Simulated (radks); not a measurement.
The table gives one normalised radial function P(r) = r R(r) (large component) of Pt+ in [Xe] 4f14 5d6 6s1 6p2 (r in bohr). All-electron calculation, Dirac Kohn-Sham, PBE, spin-unpolarised, spherical densities, finite nucleus; open shells are shared between the two j in proportion to 2j + 1; Fermi nuclear charge, rms radius 5.427 fm. Program: a radial shooting solver on a logarithmic mesh with Libxc functionals.

r,P
0.001895,0.0452
0.002568,0.0544
0.003508,0.0641
0.004755,0.0724
0.006496,0.0774
0.008804,0.0752
0.01203,0.0611
0.0163,0.0313
0.02227,-0.0167
0.03018,-0.0724
0.04123,-0.1154
0.05588,-0.1081
0.07634,-0.0237
0.1035,0.1047
0.1413,0.1712
0.1916,0.0610
0.2617,-0.1673
0.3547,-0.2326
0.4845,0.0245
0.6567,0.3378
0.8971,0.3023
1.216,-0.1331
1.661,-0.6081
2.251,-0.7444
3.075,-0.5395
4.168,-0.2463
5.694,-0.0638
7.717,-0.0087
10.54,-0.0005

Which n and l does it have? It may be an empty orbital.

Answer. n = 6, l = 0: the number of nodes gives n - l - 1 = 5, the rise at small r points to l (this Dirac orbital starts outside the nucleus as r^gamma with gamma = sqrt((l + 1)^2 - (Z/c)^2) = 0.82; the j = 1/2 orbital of l + 1 starts with the same power, but with a smaller coefficient, and then steepens), and the extent must fit the shell. The curve is that of 6s1/2. 6s1/2: eigenvalue -18.173 eV, 5 radial nodes at r = 0.0202, 0.0810, 0.209, 0.474, 1.12 bohr, <r> = 2.44 bohr, 90 % of the charge inside 3.54 bohr.
